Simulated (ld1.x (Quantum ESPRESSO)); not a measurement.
**What one change does to a pseudopotential (Pd, TM)**

ld1.x (Quantum ESPRESSO) 7.5 input, shortened:

```
&input
   title='Pd', zed=46., rel=2, dft='PZ', iswitch=3,
   config='[Kr] 4d10 5s0 5p0', rel_dist='average'
 /
 &inputp
   pseudotype=2, tm=.true., lloc=-1, rcloc=2.95,
   nlcc=.true., new_core_ps=.true.
 /
3
5S  1  0   0.00   0.00  1.90  1.90  0.0
5P  2  1   0.00   0.00  3.55  3.55  0.0
4D  3  2  10.00   0.00  2.00  2.00  0.0
 &test
   configts(1)='4d10 5s0 5p0'
 /
```

Open shells are filled in proportion to 2j + 1 (rel_dist='average').

All-electron outer shells of the reference configuration (LDA (PZ), scalar-relativistic, ld1.x):

```tsv
shell	level (eV)	outermost node (bohr)	outermost maximum (bohr)
4s	-85.44	0.45	0.85
4p	-51.36	0.46	0.91
4d	-4.31	0.45	1.10
5s	-3.62	1.15	2.64
5p	-0.36	1.31	4.09
```

Change: wave 5s (bound): rc 1.90 bohr becomes 5s (bound): rc 2.36 bohr.

Cutoffs: the cutoffs (Ry, on a coarse ladder) from which the occupation-weighted sum of valence levels, in a spherical-Bessel basis at the reference potential, stays within 10 and 1 mRy of its value at 400 Ry; they do not see the model core or the augmentation charge, which bear on the density cutoff. Errors are all-electron minus pseudo energies relative to the spin-unpolarised reference configuration.

Task: How do hardness, ghosts and transferability respond?

Result: The potential gets neither clearly harder nor softer (50 Ry and 80 Ry → 50 Ry and 80 Ry); of the 7 tests that both files solve, the error grows in 1 and shrinks in 0 by more than 15 % and 0.3 meV (median size 60.9 → 70.7 meV); neither file shows a bound ghost.

| quantity | base | changed |
| --- | --- | --- |
| cutoff, loose | 50 Ry | 50 Ry |
| cutoff, tight | 80 Ry | 80 Ry |
| bound ghosts | none | none |
| error for 4d9 5s0 5p0, meV [ΔE 9.39 eV] | -52 | -52 |
| error for 4d8 5s0 5p0, meV [ΔE 30.47 eV] | -323 | -323 |
| error for 4d7 5s0 5p0, meV [ΔE 65.07 eV] | -982 | -982 |
| error for 4d6 5s0 5p0, meV [ΔE 114.61 eV] | -2147 | -2148 |
| error for 4d9 5s0 5p1, meV [ΔE 5.32 eV] | -61 | -61 |
| error for 4d9 5s1 5p0, meV [ΔE 1.44 eV] | -57 | -71 |
| error for 4d9.5 5s0 5p0, meV [ΔE 3.37 eV] | -9.5 | -9.6 |
| s: phases at 3.87 bohr within 0.05 rad from the reference energy up to (Ry; the scan ends near 5) | 1.0 | 1.1 |
| p1/2: phases at 3.87 bohr within 0.05 rad from the reference energy up to (Ry; the scan ends near 5) | 1.4 | 1.4 |
| p3/2: phases at 3.87 bohr within 0.05 rad from the reference energy up to (Ry; the scan ends near 5) | 1.4 | 1.4 |
| d3/2: phases at 3.87 bohr within 0.05 rad from the reference energy up to (Ry; the scan ends near 5) | 0.6 | 0.6 |
| d5/2: phases at 3.87 bohr within 0.05 rad from the reference energy up to (Ry; the scan ends near 5) | 0.6 | 0.6 |
